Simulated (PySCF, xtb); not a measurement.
H11NSi4, SMILES N([SiH2][SiH2][SiH3])[SiH3]. One conformer was computed; it need not be the lowest.

Harmonic wavenumbers (cm⁻¹) from GFN2-xTB run with xtb at its own minimum, in rising order: 15, 37, 45, 57, 88, 148, 200, 318, 334, 386, 396, 434, 461, 499, 546, 565, 569, 604, 619, 700, 725, 762, 790, 800, 810, 821, 828, 831, 857, 979, 1213, 2118, 2139, 2147, 2196, 2208, 2211, 2220, 2237, 2255, 2282, 3464.

What does ωB97X-D3(BJ)/def2-SVP (PySCF) give at its own minimum? (An estimate is asked for; the answer gives what the named calculation found.)

37, 45, 70, 90, 167, 183, 222, 338, 378, 417, 430, 472, 519, 569, 622, 675, 694, 720, 738, 834, 857, 900, 929, 942, 946, 954, 958, 962, 980, 1013, 1213, 2221, 2230, 2233, 2234, 2239, 2246, 2249, 2249, 2257, 2276, 3621. Paired by order, the mean absolute difference is 72 cm⁻¹ and the zero-point energies are 59.9 and 64.2 kcal/mol.
